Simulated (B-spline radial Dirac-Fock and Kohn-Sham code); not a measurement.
# Relativistic shifts of the levels of Tm³⁰⁺

System: Tm³⁰⁺, 1s2 2s2 2p6 3s2 3p6 3d10 4s2 4p6 4d3.

Both columns are ΔSCF binding energies of the configuration average from a radial atomic solver: non-relativistic Hartree-Fock with a point nucleus, and Dirac-Fock with a finite nucleus and the Coulomb interaction alone, averaged over the two j levels with weights 2j+1.

```
shell  Hartree-Fock (eV)  Dirac-Fock (eV)  shift (eV)  shift (%)
   1s            56654.1          60810.1    +4156.07      +7.34
   2s            10216.9          11305.2    +1088.34     +10.65
   2p             9790.6          10146.4     +355.77      +3.63
   3s             3171.2           3440.2     +269.06      +8.48
   3p             2979.0           3078.2      +99.20      +3.33
   3d             2626.2           2611.5      -14.67      -0.56
   4s             1378.8           1461.5      +82.72      +6.00
   4p             1291.0           1322.7      +31.71      +2.46
   4d             1151.6           1150.2       -1.38      -0.12
```

Relativity binds 1s, 2s, 2p, 3s, 3p, 4s, 4p more strongly, among those listed most of all 2s in relative terms, and 3d, 4d more weakly, because the contracted s and p shells screen the nucleus better.

Values without a named source are computed, but for edge energies of neutral atoms, which are taken from tables.
